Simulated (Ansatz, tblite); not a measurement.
Species of one formula, B7H6I²⁻ (singlet), each relaxed with r2SCAN-D4/def2-SVPD in Ansatz.

In the def2 sets I takes a core potential, while STO-3G treats all electrons; there is no spin–orbit coupling. The xTB rows come from tblite. HSE06 is defined as in plane-wave codes, on full-range PBE exchange. Correlated methods freeze 11 core orbitals; core or outer-core shells of I are correlated, in sets that lack core-valence functions. A multiply charged anion in the gas phase is held together partly by the finite basis.

A: At HF/STO-3G, PBE-D4/def2-TZVPD, r2SCAN-D4/def2-TZVPD, B97M-V/def2-TZVPD and others the highest occupied level of the charge -2 singlet lies above zero (up to 2.81 eV). In Hartree–Fock with STO-3G the lack of diffuse functions raises the level. The electron is either unbound and held by the finite basis, or the level is raised by self-interaction error. B: At HF/STO-3G, PBE-D4/def2-TZVPD, r2SCAN-D4/def2-TZVPD, B97M-V/def2-TZVPD and others the highest occupied level of the charge -2 singlet lies above zero (up to 2.83 eV). In Hartree–Fock with STO-3G the lack of diffuse functions raises the level. The electron is either unbound and held by the finite basis, or the level is raised by self-interaction error.

Other spin states weren't relaxed.

A:

Cartesian coordinates in Å:
```
B 0.1548 -0.2152 1.4022
B 0.1733 1.2698 0.6278
B -0.9935 0.0435 0.0598
B -0.0251 -0.6594 -1.2652
B 0.0621 0.9953 -1.0207
B 1.2108 -0.0531 -0.0729
B 0.0322 -1.4076 0.2323
I -3.3623 0.1472 0.2020
H 0.2031 -0.3956 2.6048
H 0.2374 2.3580 1.1690
H -0.1305 -1.2189 -2.3408
H 0.0312 1.8488 -1.8877
H 2.4307 -0.1065 -0.1462
H -0.0242 -2.6061 0.4357
```

B:

```xyz
14

B    -0.5787    0.1468    1.2652
B    -1.2415    0.3112   -0.2168
B    -0.1884   -1.1587    0.0182
B     1.2925   -0.3251   -0.6179
B    -0.1430    0.0341   -1.3913
B     0.3809    1.1104    0.0154
B     1.0235   -0.2555    1.0224
I    -3.4584    0.8673   -0.6040
H    -1.1123    0.2820    2.3506
H    -0.5025   -2.3412    0.0169
H     2.3384   -0.5882   -1.1923
H    -0.3008    0.0722   -2.5974
H     0.6623    2.3011    0.0110
H     1.8280   -0.4563    1.9199
```

**Question.** Estimate their order by electronic energy at PBE0-D4/def2-TZVPD, counted from the lowest.

**Answer.** B (0.00) < A (0.01), in eV. Gaps under about 2 kJ/mol are ties within the noise of geometry and basis.

**Question.** Do the other levels pick the same lowest one?

**Answer.** Not r2SCAN-D4/def2-TZVPD. Energies above each level's lowest (eV):

| level | A | B |
| --- | --- | --- |
| GFN1-xTB | 0.21 | 0.00 |
| GFN2-xTB | 0.08 | 0.00 |
| HF/STO-3G | 0.18 | 0.00 |
| HF/def2-SVPD | 0.07 | 0.00 |
| HF/def2-TZVPD | 0.09 | 0.00 |
| PBE-D4/def2-TZVPD | 0.01 | 0.00 |
| r2SCAN-D4/def2-TZVPD | 0.00 | 0.01 |
| B97M-V/def2-TZVPD | 0.01 | 0.00 |
| PBE0-D4/def2-TZVPD | 0.01 | 0.00 |
| HSE06-D4/def2-TZVPD | 0.01 | 0.00 |
| RPA@PBE/def2-SVPD | 0.04 | 0.00 |
| MP2/def2-SVPD | 0.00 | 0.00 |
Point groups (tolerance 0.1 Å): A C5v, B C2v.
